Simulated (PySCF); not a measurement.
# Adding and removing an electron: GaC

UHF-CCSD(T); PySCF, scalar-relativistic core potentials, basis sets Ga cc-pVDZ-PP with ECP10, C cc-pVDZ. Neutral (UHF): quartet (σ ↑, π ↑↑), Re = 2.030 Å, ωe = 534 cm⁻¹, De = 2.80 eV.

GaC⁺ (UHF): triplet (σ ↑, π ↑), Re = 2.792 Å, ωe = 148 cm⁻¹, De = 0.28 eV to Ga⁺ + C. The energies at the minima are -296.21523 hartree for GaC and -295.91056 for GaC⁺.

Work out the adiabatic ionisation energy, without and with harmonic zero-point energies (1 hartree = 27.2114 eV, 1 eV = 8065.5 cm⁻¹), and the change of the bond length.

At UHF-CCSD(T): 0.30467 hartree = 8.290 eV between the minima; the zero-point term (148.0 − 534.0)/2 cm⁻¹ = -0.024 eV makes it 8.267 eV. Re changes by +76.2 pm against the neutral. The electron leaves a π orbital, and the ion is left as a loose complex of an ion and an atom.

Correlated steps freeze 5 core orbitals. Weak bonds: GaC⁺. Basis-set superposition, not corrected here, can be much of De in a small basis, most of all at correlated wavefunction levels. Spin–orbit coupling is left out. For an ion De counts to the pair picked by the measured ionisation energies or electron affinities, which need not be the lowest pair at this level. States were picked by a PBE0 search and need not be the measured ground states.
